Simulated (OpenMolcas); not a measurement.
# La: effect of the basis set

```yaml
Program: OpenMolcas
Method: "SS-CASPT2, IPEA 0.25 Eh, imaginary shift 0.1 Eh (closed shells correlated: 5s 5p)"
Active_space: 3 electrons in 6 orbitals (5d 6s)
State_averaging: 2S+1 = 2 even, 65 roots; 2S+1 = 4 even, 20 roots kept (CI in the orbitals of an earlier block)
Spin-orbit_coupling: state interaction with AMFI integrals over the reference wave functions, term energies averaged over their components
```

A. ANO-R1 [7s5p4d1f], X2C, finite nucleus; CASPT2 step of the order of 16 core-seconds
B. ANO-RCC-VDZP [7s6p4d2f1g], DKH2, point nucleus; CASPT2 step about 40 core-seconds
C. ANO-R2 [8s6p5d2f1g], X2C, finite nucleus; CASPT2 step roughly 28 core-seconds
D. ANO-RCC-VTZP [8s7p5d3f2g1h], DKH2, point nucleus; CASPT2 step of the order of 70 core-seconds
E. ANO-R3 [9s7p7d3f2g1h], X2C, finite nucleus; CASPT2 step about 110 core-seconds
F. ANO-RCC-VQZP [9s8p6d4f3g2h], DKH2, point nucleus; CASPT2 step of the order of 2.1 core-minutes

Energies in cm-1 above 5d 6s2 2D 3/2, the measured ground level; measured values from NIST Handbook of Basic Atomic Spectroscopic Data.

```tsv
Level	A	B	C	D	E	F	Measured
5d 6s2 2D 3/2	0.0	0.0	0.0	0.0	0.0	0.0	0.0
5d 6s2 2D 5/2	771	719	734	724	721	713	1053
5d2 6s 4F 3/2	2390	1883	2050	1775	1678	1689	2668
5d2 6s 4F 5/2	2730	2210	2380	2110	2010	2020	3010
5d2 6s 4F 7/2	3190	2650	2830	2540	2440	2450	3495
5d2 6s 4F 9/2	3820	3260	3450	3160	3050	3060	4122
5d2 6s 4P 1/2	7990	7150	7430	7140	7060	7090	7231
5d2 6s 4P 3/2	8230	7370	7660	7450	7380	7390	
5d2 6s 2F 5/2	9110	6650	6940	5830	5890	5420	
5d2 6s 2F 7/2	10010	7530	7820	6700	6740	6270	8052
5d2 6s 2P 1/2	10220	8080	8360	7730	7760	7580	9044
5d2 6s 2P 3/2 [64 %]	10990	8770	9060	8330	8380	8150	9719
5d2 6s 2G 7/2	12060	9840	10020	8930	8890	8600	9961
5d2 6s 2G 9/2	12110	9900	10090	9010	8960	8670	9920
5d3 4F 3/2	14640	11640	11820	11000	10850	10790	12431
5d3 4F 5/2	15020	12010	12210	11390	11230	11180	12787
5d3 4F 7/2	15520	12500	12710	11880	11720	11670	13238
5d3 4F 9/2	16110	13070	13280	12430	12280	12200	13747
5d3 4P 1/2	20290	16730	16700	15830	15530	15560	16617
5d3 4P 3/2 [70 %]	20470	16880	16860	15890	15660	15540	16735
5d3 4P 5/2	20840	17280	17250	16330	16090	16070	17099
5d2 6s 2S 1/2	22010	17320	17030	15600	15740	15200	16991
5d3 2G 7/2	22230	17390	17240	15470	15380	14880	17023
5d3 2G 9/2 [67 %]	22380	17590	17390	15630	15510	15040	17141
```

Deviations, from unrounded energies. A percentage is the sum of absolute deviations over the sum of measured energies, with the sign that they share, or ± where signs differ.

| Against measurement | Levels | A | B | C | D | E | F |
| --- | --- | --- | --- | --- | --- | --- | --- |
| mean absolute deviation (cm-1) | 21 | 2200 | 520 | 380 | 1100 | 1200 | 1300 |
| fine structure of the ground term (%) | 1 | -26.8 | -31.7 | -30.3 | -31.3 | -31.5 | -32.3 |
| other configurations (%) | 20 | ±21.0 | ±4.8 | ±3.5 | -10.0 | -10.9 | -12.4 |

C lies closest to measurement on these levels and A furthest from it. The largest miss of C in the table is 5d2 6s 2P 1/2, by -680 cm-1. The ranking rests on the paired levels alone, and a cruder setting can come out closer through cancelling errors.

The two smallest mean deviations differ by little beside CASPT2's spread within terms, so their order carries little weight.

Among A to F the level of the table that moves most is 5d3 2G 7/2, by 7400 cm-1 (lowest in F, highest in A). Moves below CASPT2's spread within the term are not significant.

CASPT2 does not keep the components of a term degenerate, so their means are used; among the terms shown or strongly mixed into the levels shown the widest spread is 1100 cm-1 (5d2 6s 2F, D). Over all roots computed the reference weight is 0.85 to 0.92 in B, 0.85 to 0.91 in C, 0.84 to 0.91 in D, 0.84 to 0.91 in E, 0.83 to 0.91 in F; the roots of lowest weight are the least certain, and an intruder state may touch them. Terms from blocks run as CI alone lack orbitals of their own. Configurations are named by rounded mean occupations; where the s occupation lies near a half they are strongly mixed, a name can repeat and a true partner stay unpaired. A single d shell beside an s shell can misplace configurations of different d count against each other. The CASPT2 spread within a term exceeds the gap to the next term for 5d2 6s 2F and 5d2 6s 4P, so the order of their levels is uncertain, and so are names and mixing where such terms share a J (figures for B; the like holds for C, D, E, F). Some levels mix across a computed gap that differs much from the measured one, so their mixing is not that of the real levels (holds for B; C; D; E; F). Measured partners are found by configuration, term and J. A level has none where our copy of the source lacks it or the pairing is in doubt (some pairs that miss far off the trend of their configuration count as doubtful), and it then counts in no deviation. Only configurations of the active space appear. Levels that lie high or do not pair safely by name in every column are left out.

A share in square brackets marks a mixed level and gives the weight of the term that names it, the lowest over the columns.
